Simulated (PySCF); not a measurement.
**Converging SeN in the basis (PBE0)**

PySCF, UKS reference; doublet, unpaired electrons π ↑; De to Se + N without counterpoise correction.

| basis | relativity | functions | Re (Å) | ωe (cm⁻¹) | De (eV) | μ (D) |
| --- | --- | --- | --- | --- | --- | --- |
| cc-pVDZ-PP/cc-pVDZ | scalar-relativistic core potentials | 37 | 1.654 | 984 | 3.41 | -2.05 |
| cc-pVTZ-PP/cc-pVTZ | scalar-relativistic core potentials | 69 | 1.639 | 1018 | 3.66 | -2.13 |
| x2c-TZVPPall | spin-free X2C | 79 | 1.638 | 1019 | 3.67 | -2.14 |

Q: How does each smaller set differ from the one with most functions, x2c-TZVPPall?

A: cc-pVDZ-PP/cc-pVDZ: +1.6 pm, -3.4 % in ωe, -0.26 eV in De; cc-pVTZ-PP/cc-pVTZ: +0.1 pm, -0.1 % in ωe, -0.01 eV in De. All at PBE0; the set with most functions is neither the basis-set limit nor always the best. The rows treat relativity differently, so the differences are not basis effects alone.

A positive dipole means Se(−)N(+). Spin–orbit coupling is left out. The state is the lowest determinant that a PBE0 search found; another state may lie lower at other levels.
